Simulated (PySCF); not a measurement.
Hf(F)(SH)3 (FH3HfS3), SMILES [F][Hf]([SH])([SH])[SH], multiplicity 1. Atoms are numbered in the order given.

```xyz
8

Hf     0.1421    -0.1576    -0.0041
F      1.3243    -1.6463     0.0794
S      0.9970     1.7802     1.1805
H      1.3723     1.0222     2.2413
S     -0.2559     0.5360    -2.2994
H     -1.5144     0.9198    -1.9731
S     -1.9920    -0.6812     1.0433
H     -1.9945    -1.9352     0.5255
```

The structure is a stationary point at PBE0-D3(BJ)/def2-SVP. The spin state was assumed, not searched. The structure was generated by enumeration; whether it is a known compound was not checked. The def2 effective core potentials stand for the cores of Hf; spin–orbit coupling is left out. One conformer was computed; it need not be the lowest.

Computed with PBE/def2-TZVP (PySCF).

Isolated molecule, no solvent.

Problem. Estimate the frontier levels, gap, dipole moment and polarisability. (The exact figures need the calculation; the answer reports its results.)

Solution. 
```yaml
highest_occupied_level: -6.66 eV
lowest_empty_level: -2.69 eV
orbital_gap: 3.97 eV
dipole_moment: 0.87 D
quadrupole, principal values (traceless, Buckingham form, about the centre of nuclear charge): -5.29, -0.40, 5.69 D·Å
mean_static_polarisability: 103.3 bohr³ (15.31 Å³)
polarisability_principal_values: 82.8, 111.8, 115.3 bohr³
```
